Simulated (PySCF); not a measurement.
A structure optimised at PBE-D3(BJ)/def2-SVP, used in a PySCF frequency run:

```
Si
O 1 1.6924
H 2 0.9775 1 111.29
N 1 1.7361 2 118.78 3 105.07
H 4 1.0234 1 120.17 2 -64.63
H 4 1.0239 5 110.33 1 -145.03
H 1 1.4985 2 107.41 3 -136.09
F 3 2.2459 2 132.26 1 16.27
Si 8 1.6675 3 93.08 2 -9.87
H 9 1.5052 8 107.75 3 121.19
H 9 1.5068 10 108.41 8 -115.61
```

Task: Write its SMILES and formula.

Result: N[Si@@H](O)[SiH2]F, FH6NOSi2

Task: What are its rotational constants (standard atomic weights)?

Result: 4.4847, 1.9844, 1.5738 GHz
